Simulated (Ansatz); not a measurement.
A made-up structure of SiHSeO, doublet:

```csv
atom,x (Å),y (Å),z (Å)
O1,0.8367,-0.8472,0.1291
Si2,-1.0035,-1.1986,0.6332
Se3,-0.0276,0.3250,-0.6407
H4,0.1951,1.7248,-0.1202
```

It is relaxed with PBE-D4/def2-SVP and then PBE0-D4/def2-TZVP (Ansatz 0.2.0). Atoms count as bonded within 1.22 times the sum of their covalent radii (H–H: 0.88 Å). The end point is not checked to be a true minimum.

(1) Does its bonding change? (Judge from chemistry; the calculation decides.)

Results:

(1) Computed: No: no bond forms or breaks.

Where it ends: The first stage lowers the energy by 0.98 eV in 6 steps. It ends as SiHSeO ([O]1[Si][SeH]1):
O1  (0.709, -0.823, 0.202)
Si2  (-0.914, -1.174, 0.720)
Se3  (0.042, 0.420, -0.916)
H4  (0.164, 1.580, -0.005)
(Å)

Labels in which every atom is bracketed show which atoms are joined, not bond orders.

For scale, one of the runs: PBE0-D4/def2-TZVP relaxation, 122 basis functions, launched by `ansatz run in.yaml --threads 2 --pin off --events-out ev --progress --plain --max-ram 4352MiB`. Hardware: 2 CPU threads of an Arm Neoverse V1, shared host. Wall time about 36 s.
